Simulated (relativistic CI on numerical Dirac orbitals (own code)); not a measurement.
## Sn II: what numerical and physical settings do to a radial Dirac CI calculation

Reference input:

```
atom Sn  Z=50  charge=1  electrons=49
nucleus A=120  rms_radius_fm=4.6519
hamiltonian dirac-coulomb  breit=on  qed=on  c_scale=1
orbitals kli  potential=per-configuration
slater_scale 1
correlation none
mixing on
grid step=0.0125 r_max=100.6
scf mixing=0.4 start=green max_iterations=150 tolerance=2e-08 node_fill=0.05
configurations
  [Kr] 4d10 5s2 5p
end
```

Computed lowest total energy -6168.51550 Ha, first excitation 4225.9 cm⁻¹, 13 SCF steps. Runs with settings changed; * marks those that are bad on purpose:

| Changed | Outcome | Lowest level | ΔE (Ha) | First excitation (cm⁻¹) | SCF steps | Message |
| --- | --- | --- | --- | --- | --- | --- |
| nuclear radius 4.1867 fm | converged | 5p ²P°1/2 | -0.0282 | 4225.9 | 13 |  |
| SCF mixing 0.2, Slater scale 0.6 | converged | 5p ²P°1/2 | -8.09e-10 | 4225.9 | 13 |  |
| SCF mixing 0.9, node fill of the KLI weights 0.5 | converged | 5p ²P°1/2 | 0.052 | 4511.5 | 11 |  |
| Slater scale 1.2, nuclear radius 5.1171 fm | converged | 5p ²P°1/2 | 0.0307 | 4225.9 | 13 |  |
| charge 2 * | refused |  |  |  | 0 | configuration [Kr] 4d10 5s2 5p has 49 electrons, the ion has 48 |
| end of the grid at 25.15 bohr * | converged | 5p ²P°1/2 | -9.09e-13 | 4225.9 | 13 |  |

With so few configurations and no correlation, terms lie too far apart (by 10 to 50 % near neutrality), their order can be wrong, and levels of other configurations are missing.
